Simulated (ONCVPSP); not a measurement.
## Before and after: ONCV potential for manganese (Mn)

```
Element                 : manganese
Generator               : ONCVPSP 4.0.1
Type                    : optimised norm-conserving Vanderbilt (ONCV)
Functional              : PBEsol
Relativity              : scalar-relativistic
Frozen core             : [Ar]
Valence charge          : 7
Reference configuration : 3d5 4s2
Partial waves           : 4s: rc 2.65 bohr, ncon 4, nbas 9, qcut 3.2 1/bohr, 2 projectors, debl 0.7 Ha; p scattering state at 0.3 Ha: rc 2.25 bohr, ncon 3, nbas 8, qcut 3.3 1/bohr, 2 projectors, debl 4 Ha; 3d: rc 1.25 bohr, ncon 4, nbas 8, qcut 13 1/bohr, local
Local potential         : the d channel
Core correction         : Teter function, fcfact 4.5, rcfact 1.75
```

Change: all radii but the core radius scaled by about 1.12 (s 2.96, p 2.52, d 1.40 bohr). In the p channel the program set the typed energies aside and used 0.050, 4.050 Ha.

Cutoffs: the cutoffs (Ha) at which the residual kinetic energy of the hardest occupied pseudo-wave falls to 1 and 0.1 mHa per electron; they do not see the model core or the augmentation charge, which bear on the density cutoff. Errors are all-electron minus pseudo energies relative to the spin-unpolarised reference configuration.

**Question.** What does the change do?

**Answer.** The potential gets softer (62 Ha and 70 Ha → 56 Ha and 65 Ha); both files keep a bound ghost (s); the lowest positive-energy flag moves from p at 15.6 eV to p at 29.6 eV; the errors of the 4 common tests hardly move. A larger radius leaves more room for a smooth pseudo-wave, so fewer plane waves are needed.

| quantity | base | changed |
| --- | --- | --- |
| cutoff, loose | 62 Ha | 56 Ha |
| cutoff, tight | 70 Ha | 65 Ha |
| loose cutoff by channel | s 3.6 Ha, d 62 Ha | s 3.3 Ha, d 56 Ha |
| bound ghosts | s | s |
| GHOST(+) flags under 300 eV | p at 15.6 eV, s at 77.4 eV | p at 29.6 eV, s at 79.0 eV |
| error for 3d5 4s1, meV [ΔE 8.43 eV] | -59 | -59 |
| error for 3d5 4s0, meV [ΔE 23.94 eV] | -493 | -498 |
| error for 3d4 4s0, meV [ΔE 56.42 eV] | -1050 | -1121 |
| error for 3d6 4s0, meV [ΔE 6.78 eV] | -373 | -343 |
| rms error of d²Exc/dni dnj with the model core, mHa | 6.42 | 6.32 |

 A true bound ghost makes a file unfit for plane-wave use even where its test errors are small: the radial tests pick states by their node count and pass the ghost by.
